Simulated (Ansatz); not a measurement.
A geometry relaxed with Ansatz (an electronic-structure program) with PBE0-D3(BJ)/def2-TZVP, charge 0, multiplicity 1:

```xyz
11

H      1.6466    -0.4723     1.1489
H     -1.3010    -1.0918    -0.9682
O     -0.0971     1.7395    -0.1914
H     -1.1719    -1.3069     0.7600
C      1.4788    -0.1804     0.1049
H     -1.0116     2.0269    -0.2518
C     -1.2452    -0.5436    -0.0199
B      0.0244     0.3895    -0.0410
H      1.6234    -1.0903    -0.4846
H      2.2487     0.5450    -0.1636
H     -2.1952    -0.0156     0.1069
```

Task: Write the SMILES of this molecule.

Result: `CB(C)O`
